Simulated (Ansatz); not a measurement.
Consider the ligand exchange at a Ga–O bond: `[CH3][Ga]([CH3])[O][Ga]([CH3])[CH3]` + silanol → `[CH3][Ga]([CH3])[O][SiH3]` + `[CH3][Ga]([CH3])[OH]`.

Isolated molecules relaxed with PBE0-D4/def2-TZVP in Ansatz; ΔE leaves out vibrations. CCSD(T)/CBS adds triple-zeta CCSD(T) − MP2 to the extrapolated MP2 energy (def2 sets, frozen cores). For Ga outer-core shells are correlated without core-valence functions, which leaves a few kJ/mol of doubt a bond. Scalar relativity is left out up to krypton. Each species was taken in one conformer, which may not be the lowest.

`[CH3][Ga]([CH3])[O][Ga]([CH3])[CH3]`:

Cartesian coordinates in Å:
```
C -2.979 -1.778 -0.102
Ga -1.223 -1.069 0.415
C -0.271 -1.336 2.120
O -0.410 -0.089 -0.838
Ga 0.991 1.018 -0.891
C 1.603 1.490 -2.695
C 1.723 1.639 0.830
H -3.232 -1.471 -1.117
H -2.985 -2.870 -0.051
H -3.755 -1.420 0.579
H -0.795 -2.029 2.780
H -0.161 -0.381 2.641
H 0.735 -1.723 1.937
H 0.997 0.986 -3.449
H 2.649 1.207 -2.836
H 1.537 2.570 -2.855
H 2.522 2.371 0.698
H 0.934 2.092 1.436
H 2.121 0.793 1.397
```

`O[SiH3]`:

Z-matrix (Å, degrees):
```
Si
O 1 1.648
H 1 1.489 2 111.7
H 1 1.489 2 111.7 3 120.9
H 1 1.481 2 105.9 3 -119.6
H 2 0.957 1 117.9 3 -60.5
```

`[CH3][Ga]([CH3])[O][SiH3]`:

Cartesian coordinates in Å:
```
C 0.556 -1.645 0.985
Ga -0.219 0.121 0.640
C -1.115 1.434 1.776
O -0.088 0.684 -1.068
Si 0.501 0.186 -2.495
H 0.442 -1.950 2.025
H 0.079 -2.391 0.344
H 1.620 -1.638 0.735
H -2.028 1.780 1.288
H -0.466 2.304 1.906
H -1.362 1.037 2.761
H 1.557 1.119 -2.979
H 1.105 -1.178 -2.403
H -0.582 0.137 -3.517
```

`[CH3][Ga]([CH3])[OH]`:

```xyz
11

C    -0.018    1.736    0.774
Ga   -0.130   -0.155    0.283
C     0.354   -1.029   -1.412
O    -0.767   -1.186    1.614
H     1.013    2.092    0.712
H    -0.380    1.884    1.792
H    -0.615    2.350    0.095
H     1.428   -0.931   -1.593
H    -0.159   -0.552   -2.250
H     0.103   -2.091   -1.410
H    -0.829   -2.118    1.395
```

```tsv
species	CCSD(T)/CBS(def2) energy (Eh)
`[CH3][Ga]([CH3])[O][Ga]([CH3])[CH3]`	-4082.58782
`O[SiH3]`	-366.69042
`[CH3][Ga]([CH3])[O][SiH3]`	-2369.80231
`[CH3][Ga]([CH3])[OH]`	-2079.48242
```

Q: Work out ΔE.

A: ΔE = (-2369.80231) + (-2079.48242) − (-4082.58782) − (-366.69042) = -0.00649 Eh = -0.18 eV.

Largest T1 diagnostic among the species: 0.013.

The D4 term adds +0.04 eV with B3LYP and +0.03 eV with PBE0; it sums over pairs of atoms, weighted by their polarisabilities, and B3LYP, whose exchange is more repulsive, gets the larger term. In def2-TZVPP, CCSD(T) changes the Hartree–Fock value by +0.10 eV (the triples alone add +0.02 eV) and MP2 by +0.12 eV.

B3LYP here is the variant with VWN-RPA as its local correlation; programs differ in this.
